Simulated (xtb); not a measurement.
C$_{4}$H$_{11}$O (SMILES CC[OH+]CC), charge +1, singlet, geometry from GFN2-xTB; GFN1-xTB (xtb).

Input for xtb:
```
$ xtb coord --gfn 1 --chrg 1 --json

# file coord
$coord
     -4.2518795096       0.1073488594       1.2419255714  c
     -1.7377515907      -1.1405645171       0.7140224904  c
     -0.3640697597       0.4155449356      -1.1358356853  o
      2.3013666403      -0.2352382858      -1.5734296996  c
      4.0238241862       0.6883439281       0.5089341235  c
     -5.3515530368      -1.0945971559       2.4908912418  h
     -5.3226887930       0.3640656023      -0.4920523874  h
     -4.0116611529       1.9258834073       2.1714113653  h
     -0.6161887422      -1.3445185570       2.4348249007  h
     -1.9836953262      -2.9824086478      -0.1815350851  h
     -0.4524075774       2.1807173216      -0.5677603529  h
      2.3715480261      -2.2843125235      -1.7868026070  h
      2.7726451173       0.6450931049      -3.3809031325  h
      3.6270600858      -0.2178458513       2.3094332198  h
      5.9628342169       0.2346040938       0.0086440608  h
      3.9033067514       2.7296196439       0.7318196287  h
$end
```

Output, abridged:

```
   ID    Z sym.   atoms
    1    6 c      1, 2, 4, 5
    2    8 o      3
    3    1 h      6-16

           -------------------------------------------------
          |                Calculation Setup                |
           -------------------------------------------------

           -------------------------------------------------
          |                 G F N 1 - x T B                 |
           -------------------------------------------------

          ...................................................
          :                      SETUP                      :
          :.................................................:
          :  # basis functions                  42          :
          :  # atomic orbitals                  42          :
          :  # shells                           32          :
          :  # electrons                        32          :
          :  # halogen bonds                     0          :
          :  max. iterations                   250          :
          :  Hamiltonian                  GFN1-xTB          :
          :  restarted?                      false          :
          :  GBSA solvation                  false          :
          :  PC potential                    false          :
          :  electronic temp.          300.0000000     K    :
          :  accuracy                    1.0000000          :
          :  -> integral cutoff          0.2500000E+02      :
          :  -> integral neglect         0.1000000E-07      :
          :  -> SCF convergence          0.1000000E-05 Eh   :
          :  -> wf. convergence          0.2000000E-04 e    :
          :  Broyden damping             0.4000000          :
          :  net charge                          1          :
          :  unpaired electrons                  0          :
          ...................................................

 iter      E             dE          RMSdq      gap      omega  full diag
   1    -18.7760185 -0.187760E+02  0.705E+00    8.90       0.0  T
   2    -18.8229183 -0.468998E-01  0.425E+00    8.87       1.0  T
   3    -18.8237686 -0.850289E-03  0.611E-01    8.34       1.0  T
   4    -18.8249227 -0.115417E-02  0.840E-02    8.39       1.0  T
   5    -18.8249490 -0.263249E-04  0.288E-02    8.43       1.0  T
   6    -18.8249579 -0.882478E-05  0.677E-03    8.43       3.7  T
   7    -18.8249583 -0.411897E-06  0.124E-03    8.44      20.2  T
   8    -18.8249583 -0.154284E-07  0.469E-05    8.44     533.3  T
   9    -18.8249583 -0.612843E-11  0.230E-05    8.44    1089.2  T

   *** convergence criteria satisfied after 9 iterations ***

         :::::::::::::::::::::::::::::::::::::::::::::::::::::
         ::                     SUMMARY                     ::
         :::::::::::::::::::::::::::::::::::::::::::::::::::::
         :: total energy             -18.609632574031 Eh    ::
         :: gradient norm              0.016916654462 Eh/a0 ::
         :: HOMO-LUMO gap              8.440319776600 eV    ::
         ::.................................................::
         :: SCC energy               -18.824958299361 Eh    ::
         :: -> electrostatic           0.124437319169 Eh    ::
         :: repulsion energy           0.220145499271 Eh    ::
         :: dispersion energy         -0.004819773941 Eh    ::
         :: halogen bond corr.         0.000000000000 Eh    ::
         :: add. restraining           0.000000000000 Eh    ::
         :: total charge               1.000000000000 e     ::
         :::::::::::::::::::::::::::::::::::::::::::::::::::::

           -------------------------------------------------
          |                Property Printout                |
           -------------------------------------------------

    * Orbital Energies and Occupations

         #    Occupation            Energy/Eh            Energy/eV
      -------------------------------------------------------------
         1        2.0000           -1.0816728             -29.4338
[...]
        16        2.0000           -0.6758994             -18.3922 (HOMO)
        17                         -0.3657234              -9.9518 (LUMO)
        18                         -0.3211451              -8.7388
        19                         -0.3159605              -8.5977
        20                         -0.3034516              -8.2573
        21                         -0.2933247              -7.9818
        22                         -0.2747801              -7.4771
        23                         -0.2673743              -7.2756
        24                         -0.2453114              -6.6753
        25                         -0.2306441              -6.2761
        26                         -0.2300403              -6.2597
        27                         -0.2244219              -6.1068
       ...                                ...                  ...
        42                          0.2915509               7.9335
      -------------------------------------------------------------
                  HL-Gap            0.3101760 Eh            8.4403 eV
             Fermi-level           -0.5208114 Eh          -14.1720 eV

  Mulliken/CM5 charges         n(s)   n(p)   n(d)
     1c    -0.10650 -0.25729   1.016  3.091  0.000
     2c     0.17615  0.08295   1.026  2.798  0.000
     3o    -0.33417 -0.58638   1.686  4.648  0.000
     4c     0.17434  0.08143   1.027  2.798  0.000
     5c    -0.11859 -0.26987   1.018  3.100  0.000
     6h     0.09311  0.14541   0.907  0.000  0.000
     7h     0.07870  0.13288   0.921  0.000  0.000
     8h     0.06223  0.11575   0.938  0.000  0.000
     9h     0.06467  0.12671   0.935  0.000  0.000
    10h     0.08703  0.14988   0.913  0.000  0.000
    11h     0.42076  0.59153   0.579  0.000  0.000
    12h     0.08477  0.14778   0.915  0.000  0.000
    13h     0.08977  0.15218   0.910  0.000  0.000
    14h     0.06600  0.11957   0.934  0.000  0.000
    15h     0.09664  0.14894   0.903  0.000  0.000
    16h     0.06511  0.11853   0.935  0.000  0.000

Wiberg/Mayer (AO) data.
largest (>0.10) Wiberg bond orders for each atom

 ---------------------------------------------------------------------------
     #   Z sym  total        # sym  WBO       # sym  WBO       # sym  WBO
 ---------------------------------------------------------------------------
     1   6 c    3.979 --     2 c    1.019     8 h    0.981     7 h    0.981
                             6 h    0.970
     2   6 c    3.786 --     1 c    1.019     9 h    0.976    10 h    0.974
                             3 o    0.789
     3   8 o    2.419 --    11 h    0.795     2 c    0.789     4 c    0.788
     4   6 c    3.785 --     5 c    1.025    12 h    0.974    13 h    0.969
                             3 o    0.788
     5   6 c    3.982 --     4 c    1.025    14 h    0.981    16 h    0.980
                            15 h    0.968
     6   1 h    0.990 --     1 c    0.970
     7   1 h    0.994 --     1 c    0.981
     8   1 h    0.996 --     1 c    0.981
     9   1 h    1.003 --     2 c    0.976
    10   1 h    1.000 --     2 c    0.974
    11   1 h    0.842 --     3 o    0.795
    12   1 h    0.997 --     4 c    0.974
    13   1 h    0.998 --     4 c    0.969
    14   1 h    0.997 --     5 c    0.981
    15   1 h    0.990 --     5 c    0.968
    16   1 h    0.996 --     5 c    0.980
 ---------------------------------------------------------------------------

Topologies differ in total number of bonds
Writing topology from bond orders to xtbtopo.mol

 dipole moment from electron density (au)
     X       Y       Z
   0.1510   0.4195  -0.0220  total (Debye):    1.135

           -------------------------------------------------
          | TOTAL ENERGY              -18.609632574031 Eh   |
          | GRADIENT NORM               0.016916654462 Eh/α |
          | HOMO-LUMO GAP               8.440319776600 eV   |
           -------------------------------------------------

normal termination of xtb
```
